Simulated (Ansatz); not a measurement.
Species: C₂H₆Cl₂Sn, charge 0, multiplicity 1. 
Geometry from a B3LYP-D3(BJ)/def2-TZVP (Ansatz, a quantum-chemistry and plane-wave program) optimisation:
```xyz
11

C      1.7429    -1.0544     1.0437
Sn    -0.0218    -0.2329     0.1547
C     -1.9479    -1.1305     0.4081
Cl     0.3749    -0.1034    -2.1650
Cl    -0.1977     1.9931     0.9093
H      1.8997    -2.0635     0.6676
H      2.5829    -0.4210     0.7683
H      1.6281    -1.0691     2.1258
H     -2.2009    -1.1481     1.4664
H     -1.9293    -2.1425     0.0083
H     -2.6721    -0.5295    -0.1367
```

Dipole moments at this geometry, in debye (magnitudes).

```tsv
level	program	dipole (D)
SVWN5/def2-TZVPD	Ansatz	3.88
BLYP/def2-TZVPD	Ansatz	3.86
revPBE/def2-TZVPD	Ansatz	3.86
r2SCAN/def2-TZVPD	Ansatz	3.94
B97M-V/def2-TZVPD	Ansatz	3.89
PBE0/def2-TZVPD	Ansatz	3.95
BHLYP/def2-TZVPD	Ansatz	4.03
r2SCANh/def2-TZVPD	Ansatz	3.97
r2SCAN0/def2-TZVPD	Ansatz	4.00
LC-wPBE/def2-TZVPD	Ansatz	4.00
wB97M-V/def2-TZVPD	Ansatz	3.92
wB97X-V/def2-TZVPD	Ansatz	[?]
CCSD(T)/def2-SVPD	Ansatz	[?]
```

### Question
Fill in the missing entries.

### Answer

- wB97X-V/def2-TZVPD, dipole (D): 3.99
- CCSD(T)/def2-SVPD, dipole (D): 3.88
